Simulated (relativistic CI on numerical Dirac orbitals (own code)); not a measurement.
**Mo: calculation against measurement**

Method of calculation: Dirac-Coulomb-Breit CI, orbitals from a KLI potential per configuration, a model potential for QED, valence Slater integrals scaled by 0.85, P86 correlation energy added to each configuration (own radial code, finite nucleus).

Configurations in the expansion (outside the closed core [Kr]): 4d5 5s, 4d4 5s2, 4d5 5p, 4d4 5s 5p, 4d6, 4d5 5d, 4d5 5f, 4d5 5g, 4d3 5s2 5p, 4d4 5s 4f, 4d3 5s 5p2, 4d5 6s, 4d5 6p, 4d4 5s 7s, 4d4 5p2, 4d4 5s 6s, 4d5 7s, 4d4 5s 7p, 4d4 5s 6d, 4d5 4f, 4d5 7p, 4d5 6d, 4d4 5s 8s, 4d4 5s 5g, 4d3 5s 5p 5d, 4d4 5s 7d, 4d5 8s, 4d3 5s 6s2, 4d4 6s2, 4d3 5s2 5d, 4d3 5s2 6s, 4d3 5s2 6p. Levels of other configurations are missing.

```csv
Configuration,Term (tabulated),J,Measured (cm⁻¹),Computed,Error,Purity (%)
4d5 5s,a 7S,3,0.0,0,0,99
4d5 5s,a 5S,2,10768.3,12097,1329,88
4d4 5s2,a 5D,0,10965.9,11778,812,77
4d5 5s,a 5G,2,16641.1,18110,1469,97
4d5 5p,z 7P°,2,25614.4,23531,-2083,78
4d4 5s 5p,z 7D°,1,30846.6,28426,-2420,59
4d4 5s 5p,y 7P°,2,31299.9,29068,-2232,77
4d5 5p,z 5G°,5,39445.2,38165,-1280,61
4d5 5p,y 5F°,5,41347.7,40769,-578,72
```

Measured levels from NIST Handbook of Basic Atomic Spectroscopic Data (Sansonetti and Martin, J. Phys. Chem. Ref. Data 34, 1559 (2005)); pairs were made by configuration, J and term (by order where the table uses no LS term), so strongly mixed levels may be paired wrongly.

Mean error by configuration (cm⁻¹): 4d5 5s 1399; 4d4 5s2 812; 4d5 5p -1314; 4d4 5s 5p -2326. Over the excited levels the mean absolute error is 1526 cm⁻¹ (8 of the 10 excited levels that our extract of the source holds in range could be paired, and the others can miss by more), and the median relative error of those above 1,000 cm⁻¹ is 7.6 %. Some levels of the ground configuration have no partner.

Transition probabilities of persistent lines. The last column rescales the computed rate by the cube of measured over computed energy:

| λ measured (Å) | Lower | Upper | A tabulated (s⁻¹) | A computed | A rescaled |
| --- | --- | --- | --- | --- | --- |
| 3193.98 air | 4d5 5s a 7S_3 | 4d4 5s 5p y 7P°_2 | 1.53e+08 | 2.26e+08 | 2.82e+08 |
| 3902.95 air | 4d5 5s a 7S_3 | 4d5 5p z 7P°_2 | 6.17e+07 | 4.71e+07 | 6.08e+07 |
